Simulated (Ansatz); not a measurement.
## CH4AlFO: structure from calculated spectroscopic constants

These gas-phase data were calculated for one isomer of CH4AlFO at PBE0-D3(BJ)/pcseg-1 (harmonic, unscaled wavenumbers; equilibrium rotational constants with average atomic masses):

| Property | Result |
| --- | --- |
| rotational constants | 13.76, 3.485, 2.83 GHz |
| all wavenumbers above 1500 cm⁻¹ | 3132, 3123, 3037, 2038 |

Candidates:

(1) `[CH3][Al]([OH])[F]`, a singlet
(2) `[F][Al@@H-]1[CH2][OH+]1`, a singlet
(3) `C[O][AlH][F]`, a singlet

Problem. Assign the data to one candidate and say why.

Solution. Candidate (3). No mode falls between 3300 and 4000 cm⁻¹, where the O–H stretch of (1), (2) would stand.

The same quantities for all candidates:

|  | rotational constants (GHz) | wavenumbers above 1500 cm⁻¹ | E above the lowest, PBE0-D3(BJ)/pcseg-1 (kcal/mol) |
| --- | --- | --- | --- |
| (1) | 6.42, 5.455, 3.004 | 3953, 3175, 3157, 3063 | 0.0 |
| (2) | 11.76, 4.04, 3.87 | 3826, 3214, 3124, 1995 | 54.8 |
| (3) | 13.76, 3.485, 2.83 | 3132, 3123, 3037, 2038 | 23.2 |

Each candidate is one conformer. Programs: Ansatz 0.2.0.
